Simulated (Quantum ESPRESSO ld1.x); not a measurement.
The numbers below are computed, except where a source is named.
Problem. The mean radii <r> (bohr) of the occupied orbitals of an atom or ion are listed with their occupations. Level of theory: scalar-relativistic Kohn-Sham, revPBE, spin-unpolarised, spherical densities, point nucleus (ld1.x of Quantum ESPRESSO 7.5).

orbital  occ.      <r>
1s          2  0.02037
2s          2  0.08646
2p          6  0.07672
3s          2   0.2253
3p          6   0.2245
3d         10   0.2038
4s          2   0.5070
4p          6   0.5373
4d         10   0.5795
5s          2    1.203
5p          6    1.381
4f         10   0.7274

Name the element and its charge.

Solution. Z = 68, erbium, charge +4: Er4+ in [Xe] 4f10. The 1s radius gives Z: for a bare nucleus <r> = (2 gamma + 1)/(2Z) with gamma = sqrt(1 - (Z/c)^2), 0.02012 bohr for Z = 68, and screening makes it slightly larger (0.02037 here). The occupations add up to 64, and the charge is Z minus that.
